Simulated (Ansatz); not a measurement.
Reaction (formal exchange of groups at a Ge–Si bond): `C[SiH2][GeH2][CH3]` + `C=NC=O` → `C=[N][GeH2][CH3]` + `C[SiH2]C=O`

Isolated molecules relaxed with PBE0-D4/def2-TZVP in Ansatz; ΔE leaves out vibrations. CCSD(T)/CBS is the MP2 limit (def2-TZVPP, def2-QZVPP) plus CCSD(T) − MP2 in def2-TZVPP, frozen cores. Functionals use def2-TZVPP. B3LYP here is the variant with VWN-RPA as its local correlation; programs differ in this. For Ge outer-core shells are correlated without core-valence functions, which leaves a few kJ/mol of doubt a bond. Scalar relativity is left out up to krypton. Each species was taken in one conformer, which may not be the lowest.

Task: Is it downhill or uphill in electronic energy at CCSD(T)/CBS, and by how much? (Estimate.)

Result: Ansatz gave: Uphill: ΔE = +7.5 kcal/mol.

Task: What do these levels give: PBE0-D4, ωB97X-V, ωB97M-V, B2PLYP, r2SCAN, PBE0, B3LYP, MP2/def2-TZVPP, SCS-MP2/def2-TZVPP, CCSD(T)/def2-TZVPP, SCS-MP2/def2-QZVPP, CCSD/CBS(def2)? (Estimate.)

Result: Ansatz gave: PBE0-D4 11.9, ωB97X-V 8.8, ωB97M-V 8.0, B2PLYP 7.9, r2SCAN 10.8, PBE0 11.7, B3LYP 8.8, MP2/def2-TZVPP 7.3, SCS-MP2/def2-TZVPP 6.1, CCSD(T)/def2-TZVPP 7.6, SCS-MP2/def2-QZVPP 5.9, CCSD/CBS(def2) 7.2 kcal/mol.

Largest T1 diagnostic among the species: 0.016.

In def2-TZVPP, CCSD(T) changes the Hartree–Fock value by +1.4 kcal/mol (the triples alone add +0.3 kcal/mol) and MP2 by +1.1 kcal/mol.
